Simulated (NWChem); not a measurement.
Molecule: CdGeH$_{4}$O; SMILES [OH][Cd][GeH3]

```xyz
7

Cd    -0.0019     0.7754    -0.0001
O     -0.0693     2.7543     0.0004
H      0.8018     3.1662    -0.0006
Ge    -0.0051    -1.7352     0.0001
H      1.4238    -2.2830    -0.1899
H     -0.5441    -2.3063     1.3264
H     -0.8721    -2.3074    -1.1386
```
Atoms are numbered in this order, from 1.

Computed with NWChem. Structure relaxed at the PBE0/def2-SVP (def2 core potentials past Kr) level.

Problem. Estimate the computed values for TPSS/3-21G, non-relativistic. Quantities: highest occupied level (eV); orbital gap (eV); dipole (D).

Solution. 
```
Item                         Result
---------------------------  ------
highest occupied level (eV)   -5.55
orbital gap (eV)               4.18
dipole (D)                     1.39
```
